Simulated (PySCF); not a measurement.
An unknown is described by computed data only.

Formula: C5H10BNO2.

| Property | Result |
| --- | --- |
| 1H NMR | chemical shifts (computed TMS as zero) by class: 2.82 (2 H), 1.48 (6 H), 0.85 (2 H) ppm [GIAO CAM-B3LYP/pcSseg-1] |
| Rotational structure | rotational constants A, B, C: 3.857, 1.009, 0.918 GHz [PBE0-D3(BJ)/def2-SVP] |
| Dipole | 2.64 D [PBE0/def2-SVPD] |
| NMR, other nuclei | isotropic shieldings of nuclei other than C and H, by class: 70 (1 B), 208 (1 N), 217 (2 O) ppm [GIAO CAM-B3LYP/pcSseg-1] |
| 13C NMR | chemical shifts (computed TMS as zero) by class: 55.8 (3 C), 52.2 (1 C), 18.9 (1 C) ppm [GIAO CAM-B3LYP/pcSseg-1] |
| Triplet | lowest triplet excitation (Tamm–Dancoff): 5.78 eV [TDA PBE0/def2-SVPD] |

The electronic properties come from PySCF, for the isolated species, density fitting. Levels stand in brackets. One conformer (not necessarily the lowest) at the PBE0-D3(BJ)/def2-SVP geometry, without solvent, vibrations or thermal averaging. Each NMR value is the plain mean over a class of atoms that symmetry, rotation or inversion makes alike.

Problem. Propose a structure and show how it fits.

Solution. Numbering: `[NH2:1][C@:2]12[CH2:3][C@:4]([B:5]([OH:6])[OH:7])([CH2:8]1)[CH2:9]2`. 5 carbons fall into 3 classes; from least to most shielded: four-membered-ring carbon [C3/C8/C9] (55.8 ppm, 3 C, up to 7.5 ppm apart in this geometry), ring sp3 carbon bound to nitrogen [C2] (52.2 ppm), ring sp3 carbon bound to boron [C4] (18.9 ppm). Hydrogen classes from least to most shielded: 2 H on 2 boron-bound oxygens, O6/O7 (2.82 ppm), 6 H on 3 four-membered-ring carbons, C3/C8/C9 (1.48 ppm), 2 H on a primary amine nitrogen, N1 (0.85 ppm). The other shieldings belong to: 70 ppm, three-coordinate boron [B5]; 208 ppm, primary amine nitrogen [N1]; 217 ppm, boron-bound oxygen [O6/O7]. The optimised geometry has point group C1 and is an asymmetric top. Structure: `OB(O)[C@]12C[C@@](N)(C2)C1`. Computed isomers that give other values at the same levels: `C/N=C\[C@@H]1CCOBO1` (smallest rotational constant: 0.859 GHz; this holds for the one conformer computed). The assignments are read from this structure; whether some other isomer fits the data as well wasn't checked.

Conformer computed: `[NH2:1][C@:2]12[CH2:3][C@:4]([B:5]([OH:6])[OH:7])([CH2:8]1)[CH2:9]2`: C3–C4–B5–O6 -50°, H–N1–C2–C3 64°, H–N1–C2–C3 -177°, H–O6–B5–C4 -179°, H–O7–B5–C4 179°.
